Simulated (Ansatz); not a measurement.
Species: C2H7BO3 (charge 0, singlet). 
Geometry from a B3LYP-D3(BJ)/def2-TZVP (Ansatz, a quantum-chemistry and plane-wave program) optimisation:
```
B
O 1 1.3628
O 1 1.3664 2 120.29
O 1 1.3724 2 120.36 3 180.00
H 4 0.9620 1 111.99 2 -180.00
C 3 1.4232 1 120.68 2 0.00
H 6 1.0887 3 107.37 1 -180.00
H 6 1.0917 7 109.39 3 120.58
H 6 1.0917 7 109.39 8 118.84
C 2 1.4235 1 120.70 3 -180.00
H 10 1.0887 2 107.36 1 180.00
H 10 1.0916 11 109.39 2 -120.56
H 10 1.0916 11 109.39 12 -118.88
```

Total electronic energies in hartree. Cores are frozen in the correlated levels unless marked. No spin-orbit coupling. No relativistic terms. CBS(X,Y): correlation extrapolated as X^-3; Hartree-Fock from the larger set. The bracket is a focal-point correction in the basis named.

```csv
level,program,energy (Eh)
HF/6-31G,Ansatz,-329.08439
HF/6-31G*,Ansatz,-329.22680
PBE-D4/def2-TZVPD,Ansatz + dftd4,-330.83909
B3LYP/def2-TZVPD,Ansatz,?
PBE0/def2-SVP,Ansatz,?
PBE0-D3(BJ)/def2-TZVP,Ansatz + dftd3,-330.85508
PBE0-D4/def2-TZVP,Ansatz + dftd4,-330.85520
r2SCAN0-D4/def2-TZVPD,Ansatz + dftd4,-331.00978
r2SCAN0/def2-TZVPD,Ansatz,-331.00736
CAM-B3LYP-D4/def2-TZVPD,Ansatz + dftd4,-331.10618
B2PLYP/def2-TZVPD,Ansatz,-330.98003
RPA@PBE/cc-pVQZ,Ansatz,-331.30360
MP2/STO-3G,Ansatz,-325.20237
MP2/cc-pVDZ,Ansatz,-330.17027
MP2/aug-cc-pVTZ,Ansatz,-330.54427
MP2/cc-pwCVTZ,Ansatz,-330.54153
RI-MP2/cc-pVQZ,Ansatz,-330.62784
SCS-MP2/aug-cc-pVTZ,Ansatz,-330.53200
CCSD/6-31G,Ansatz,-329.71003
CCSD(T)/cc-pVTZ,Ansatz,-330.59563
"RI-MP2/CBS(aug-cc-pVTZ,aug-cc-pVQZ)+[CCSD(T)-MP2]/aug-cc-pVDZ",Ansatz,-330.7689
"RI-MP2/CBS(cc-pVTZ,cc-pVQZ)+[CCSD(T)-MP2]/cc-pVTZ",Ansatz,-330.7670
"CCSD(T)/CBS(cc-pVTZ,cc-pVQZ)",Ansatz,-330.7568
```

Question: Fill in the missing entries.

Answer: 
- B3LYP/def2-TZVPD, energy (Eh): -331.23839
- PBE0/def2-SVP, energy (Eh): -330.46782
